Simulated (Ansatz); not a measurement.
Species: GeSiH3 (charge 0, doublet). SMILES: [SiH2]=[GeH]
Geometry from a B3LYP-D3(BJ)/def2-TZVP (Ansatz, a quantum-chemistry and plane-wave program) optimisation:
```xyz
5

Si    -1.4385    -0.2476     0.5474
Ge     0.7349     0.1145    -0.3268
H     -1.9609    -0.0362     1.9251
H     -2.5724    -0.7616    -0.2676
H      1.1542     0.6019     1.1377
```
Charge 0, spin multiplicity 2.

Property: size of the dipole moment, in D. Set-up: 6-31G* and kin with 6d, 5d where marked; no spin-orbit coupling; no dispersion term unless named; LANL2DZ with its own core potentials from Na on; UHF or UKS for open shells; non-relativistic. Ab initio and DFT rows: single points at B3LYP-D3(BJ) geometries (Ansatz).

| level | program | size of the dipole moment (D) |
|---|---|---|
| B3LYP/STO-3G | Ansatz | 1.45 |
| B3LYP/3-21G | Ansatz | 0.43 |
| B3LYP/LANL2DZ | Ansatz | 0.52 |
| B3LYP/6-31G | Ansatz | 0.64 |
| B3LYP/6-31G* | Ansatz | 0.81 |
| B3LYP/6-31G** | Ansatz | 0.82 |
| B3LYP/def2-SVP | Ansatz | 0.76 |
| B3LYP/6-31G* with LANL2DZ past Ar | Ansatz | 0.88 |

No value to compare with is used here. The 8 habitual levels span 0.43 (B3LYP/3-21G) to 1.45 D (B3LYP/STO-3G).

The sets are all those run for this method; left out are runs that failed, that the program found above a lower state of the same kind, or whose <S^2> lies over 0.5 above the pure value.
